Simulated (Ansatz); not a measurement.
Geometry optimisation, RKS PBE-D4/def2-SVP in Ansatz 0.2.0.

The input (input.yaml):

```yaml
crystal:
  periodic: [false, false, false]
  atoms:
    - { symbol: O, position_ang: [-1.9556, 1.1121, 0.007] }
    - { symbol: C, position_ang: [-1.4866, -0.1094, -0.3008] }
    - { symbol: Ge, position_ang: [0.3181, 0.0875, -0.9329] }
    - { symbol: "N", position_ang: [0.40762, 1.27168, -2.48326] }
    - { symbol: Si, position_ang: [1.05013, 2.28897, -1.18228] }
    - { symbol: H, position_ang: [-2.933, 1.0189, 0.3074] }
    - { symbol: H, position_ang: [-1.4627, -0.7435, 0.6136] }
    - { symbol: H, position_ang: [-2.044, -0.5733, -1.1077] }
    - { symbol: H, position_ang: [1.21221, -1.09173, -1.26836] }
    - { symbol: H, position_ang: [-0.65, 1.58163, -2.60285] }
    - { symbol: H, position_ang: [0.05961, 3.33456, -0.75596] }
    - { symbol: H, position_ang: [2.49141, 2.49353, -1.39385] }
basis:
  gaussian: { orbitals: def2-SVP }
hamiltonian:
  xc: pbe
  dispersion: d4
relax:
  f_tol: 0.015
  max_steps: 40
output:
  orbitals: {}
```

Command:

```bash
$ ansatz run input.yaml --threads 2 --pin off --max-ram 3072MiB --backend cpu --events-out ev --progress --plain --runs-dir out
```

Task: Where does it end, and by what steps?

Result: It converged. After 18 steps the energy has fallen by 0.752 eV; H10 moved furthest, 0.86 Å.

| step | energy less start (eV) | largest force component (eV/Å) | accepted |
| --- | --- | --- | --- |
| 0 | 0.0000 | 3.068 | yes |
| 1 | -0.5569 | 1.137 | yes |
| 2 | -0.6467 | 0.611 | yes |
| 3 | -0.6926 | 0.614 | yes |
| 4 | -0.7188 | 0.295 | yes |
| 5 | -0.7255 | 0.771 | yes |
| 6 | -0.7212 | 0.472 | no |
| 7 | -0.7448 | 0.146 | yes |
| 8 | -0.7467 | 0.152 | yes |
| 9 | -0.7488 | 0.070 | yes |
| 10 | -0.7497 | 0.047 | yes |
| 11 | -0.7501 | 0.086 | yes |
| 12 | -0.7506 | 0.086 | yes |
| 13 | -0.7512 | 0.047 | yes |
| 14 | -0.7517 | 0.020 | yes |
| 15 | -0.7519 | 0.025 | yes |
| 16 | -0.7519 | 0.041 | yes |
| 17 | -0.7520 | 0.024 | yes |
| 18 | -0.7520 | 0.009 | yes |

```xyz
12
Properties=species:S:1:pos:R:3
O -2.129 1.058 0.153
C -1.555 -0.181 -0.209
Ge 0.253 0.190 -0.951
N 0.253 1.393 -2.407
Si 1.069 2.347 -1.203
H -3.038 0.889 0.461
H -1.429 -0.890 0.648
H -2.130 -0.725 -1.000
H 1.001 -1.148 -1.250
H -0.191 1.503 -3.320
H 0.379 3.547 -0.602
H 2.523 2.688 -1.421
```

Whether the end is a true minimum wasn't checked by a vibrational analysis.

Time of the run: 72 s on 2 threads of Arm Neoverse V1 (shared host), peak memory 0.15 GiB.
